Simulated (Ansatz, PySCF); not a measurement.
C$_{8}$H$_{9}$, doublet (typed; the unrestricted solution is spin-contaminated), at a GFN2-xTB geometry. Base run: BHANDHLYP/STO-3G in PySCF.

Geometry (Å):
```xyz
17

C     -2.8694     0.0423     0.0406
C     -1.4925     0.0206     0.0208
C     -0.7696    -1.1067    -0.4612
C      0.6007    -1.1187    -0.4756
C      1.3405    -0.0258    -0.0177
C      2.8352    -0.0324    -0.0411
C      0.6472     1.0926     0.4592
C     -0.7209     1.1252     0.4821
H     -3.4455    -0.7952    -0.3093
H     -3.4086     0.8974     0.4063
H     -1.3264    -1.9609    -0.8182
H      1.1244    -1.9890    -0.8469
H      3.2186    -1.0158    -0.3020
H      3.2352     0.2548     0.9309
H      3.2046     0.6868    -0.7736
H      1.2117     1.9435     0.8154
H     -1.2406     1.9961     0.8543
```
Charge 0, spin multiplicity 2.
Orbitals are unrestricted.
All else is at PySCF's defaults.

The same geometry, method and basis name were run in Ansatz (a program for electronic structure) and PySCF, at each program's defaults and at the settings that a row names. The base is PySCF at its defaults. Differences at the defaults can come from grids, fitting, cores and function types together.

```json
[
 {"code and settings": "PySCF, defaults (exact integrals, its default grid, spherical functions)", "ΔE vs base (mEh)": "0.000", "basis functions": "49", "E (Eh)": "-306.26986", "SCF cycles": "13", "dipole (D)": "0.33"},
 {"code and settings": "Ansatz, defaults (factorised integrals, its default grid, spherical functions)", "ΔE vs base (mEh)": "0.024", "basis functions": "49", "E (Eh)": "-306.26984", "SCF cycles": "-", "dipole (D)": "-"},
 {"code and settings": "PySCF, density fitting with def2-universal-jkfit", "ΔE vs base (mEh)": "-1.687", "basis functions": "49", "E (Eh)": "-306.27155", "SCF cycles": "13", "dipole (D)": "0.33"},
 {"code and settings": "PySCF, fine grid", "ΔE vs base (mEh)": "0.001", "basis functions": "49", "E (Eh)": "-306.26986", "SCF cycles": "13", "dipole (D)": "0.33"},
 {"code and settings": "Ansatz, high accuracy", "ΔE vs base (mEh)": "0.001", "basis functions": "49", "E (Eh)": "-306.26986", "SCF cycles": "-", "dipole (D)": "-"}
]
```

Open shells are given as the SCF converged; they aren't shown to be the lowest states, and a large step between rows can be another state.
